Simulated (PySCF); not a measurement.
Correlation energy of Tm (thulium, neutral)

Starting occupation: [Xe] 4f12 5d1 6s2, 4f5/2 with m_j = -3/2, -1/2, +1/2, +3/2, +5/2, 4f7/2 with m_j = -5/2, -3/2, -1/2, +1/2, +3/2, +5/2, +7/2, 5d5/2 with m_j = +5/2. Computed with PySCF 2.14 in x2c-TZVPall-2c with one added diffuse shell each of s, p, d, f type (12s12p11d5f1g, 147 functions), with X2C-1e with screened-nucleus spin-orbit coupling, Gaussian nucleus. Frozen: [Ar] 3d10; 41 electrons correlated; the 18 highest virtual spinors left out.

MP2 pair energies summed by pair of shells (mhartree):

```tsv
pair	energy	share (%)
4f-4f	-312.01	23.1
4d-4f	-233.86	17.3
4f-5p	-133.61	9.9
5p-5p	-119.78	8.9
4d-4d	-92.93	6.9
4f-4p	-73.75	5.5
4d-4p	-71.37	5.3
4d-5p	-52.56	3.9
5p-6s	-40.52	3.0
4f-5s	-32.21	2.4
5p-5s	-30.96	2.3
6s-6s	-20.76	1.5
4d-4s	-19.62	1.5
4f-4s	-18.70	1.4
4p-4p	-17.99	1.3
4d-5s	-16.79	1.2
4f-6s	-15.21	1.1
4p-5p	-10.83	0.8
4p-4s	-10.00	0.7
5s-5s	-5.86	0.4
4p-5s	-5.26	0.4
4d-6s	-2.58	0.2
5s-6s	-2.15	0.2
4s-5p	-1.96	0.1
5d-6s	-1.95	0.1
4s-4s	-1.60	0.1
5d-5p	-1.39	0.1
4s-5s	-0.85	0.1
4f-5d	-0.70	0.1
4p-6s	-0.57	0.0
```

Total MP2 correlation energy: -1348.7 mhartree.

The GHF reference relaxed away from the jj start to a determinant that is no pure jj level (⟨S²⟩ = 3.84, ⟨J²⟩ = 80.78); the energies belong to that determinant.

This basis was not built for core-valence correlation, so the inner-shell part is incomplete.
